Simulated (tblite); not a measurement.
Species: C₆H₁₁ClOSi.
Atom-mapped SMILES: `[CH3:1][CH2:2][SiH2:3][CH2:4][CH2:5][C:6]([Cl:7])=[C:8]=[O:9]` (hydrogens: H10, H11, H12 on C1; H13, H14 on C2; H15, H16 on Si3; H17, H18 on C4; H19, H20 on C5)

Structure optimised with GFN2-xTB, isolated species.

(1) What internal coordinates does the optimisation give?

Results:

(1) 
```tsv
bond	length (pm)	order
C1–C2	152.6	single
C2–Si3	190.4	single
Si3–C4	190.7	single
C4–C5	152.6	single
C5–C6	150.4	single
C6–Cl7	175.5	single
C6=C8	129.7	double
C8=O9	116.5	double
C1–H10, C1–H11, C1–H12	108.8	single
C2–H13, C2–H14	109.1	single
Si3–H15, Si3–H16	146.9	single
C4–H17, C4–H18	109.1	single
C5–H19, C5–H20	109.1	single
```

Bonds in one row agree within 1 pm and their mean is given. Orders are formal, as drawn. A selection of angles:
```tsv
angle	degrees
C1–C2–Si3	113.6
C2–Si3–C4	109.2
Si3–C4–C5	112.5
C4–C5–C6	111.5
C5–C6–Cl7	117.1
C5–C6–C8	125.8
Cl7–C6–C8	116.9
C6–C8–O9	178.1
```

Torsions: C1–C2–Si3–C4 -61° (synclinal); C2–Si3–C4–C5 -173° (antiperiplanar); Si3–C4–C5–C6 -178° (antiperiplanar); C4–C5–C6–Cl7 70° (synclinal). The mirror-image conformer, all signs reversed, is as good.

The C–C distances run from 1.297 Å (C6=C8, drawn double) to 1.526 Å (C4–C5, drawn single), a spread of 0.229 Å. Of the pairs four or more bonds apart, Cl7···H18 is among the closest relative to their van der Waals radii: 2.90 Å, 98 % of the sum of Bondi's values. Si3 (SiH2 silicon) is tetrahedral (angles from 109.1° to 110.4°).

Point group: C1 (no symmetry element, even within 0.4 Å). Its GFN2-xTB frequencies are all real (lowest 18 cm⁻¹). One conformer, not necessarily the lowest. 3 starts were optimised and ended at 0.00, 0.00 and 0.31 kcal/mol (GFN2-xTB); the lowest of these is shown.

These are computed values.
